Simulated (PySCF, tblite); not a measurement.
Isomers of C5H7FO2Si. Computed with GFN2-xTB (tblite): harmonic, unscaled wavenumbers at the GFN2-xTB geometry, gas phase. This tight-binding method is rough: wavenumbers can miss measured ones by several per cent, in bad cases by 10 to 20. Modes of hydrogen on silicon can be 10 to 20 % off. One conformer each.

Electronic energies: PBE0/pcSseg-1 single points on the GFN2-xTB geometries (PySCF, gas phase).

```json
{"SMILES": "O=C(O)C1=C[C@H]1[SiH2]CF", "electronic energy, lowest = 0 (kJ/mol)": "166.5"}
{"SMILES": "CC(=O)[SiH2]/C(F)=C\\C=O", "electronic energy, lowest = 0 (kJ/mol)": "67.4"}
{"SMILES": "COC1=CO[SiH2]C=C1F", "electronic energy, lowest = 0 (kJ/mol)": "0.0"}
```

How do GFN2-xTB zero-point energies change the relative energies?

```json
{"SMILES": "COC1=CO[SiH2]C=C1F", "ZPE (kJ/mol)": "283.4", "of it from modes above 1550 cm⁻¹": "136.7", "electronic (kJ/mol)": "0.0", "with ZPE, lowest = 0 (kJ/mol)": "0.0", "lowest mode (cm⁻¹)": "58", "rings": "1"}
{"SMILES": "CC(=O)[SiH2]/C(F)=C\\C=O", "ZPE (kJ/mol)": "277.1", "of it from modes above 1550 cm⁻¹": "137.4", "electronic (kJ/mol)": "67.4", "with ZPE, lowest = 0 (kJ/mol)": "61.0", "lowest mode (cm⁻¹)": "29", "rings": "0"}
{"SMILES": "O=C(O)C1=C[C@H]1[SiH2]CF", "ZPE (kJ/mol)": "274.8", "of it from modes above 1550 cm⁻¹": "141.2", "electronic (kJ/mol)": "166.5", "with ZPE, lowest = 0 (kJ/mol)": "157.9", "lowest mode (cm⁻¹)": "25", "rings": "1"}
```

The zero-point energies span 8.6 kJ/mol, from `O=C(O)C1=C[C@H]1[SiH2]CF` to `COC1=CO[SiH2]C=C1F`. The order is unchanged.

And how do the electronic energies of GFN2-xTB itself compare?

`COC1=CO[SiH2]C=C1F` 0.0; `CC(=O)[SiH2]/C(F)=C\C=O` 212.5; `O=C(O)C1=C[C@H]1[SiH2]CF` 296.0 kJ/mol, lowest = 0. Against the energies above, taken from the same isomer `COC1=CO[SiH2]C=C1F`, the largest difference is 145.1 kJ/mol.
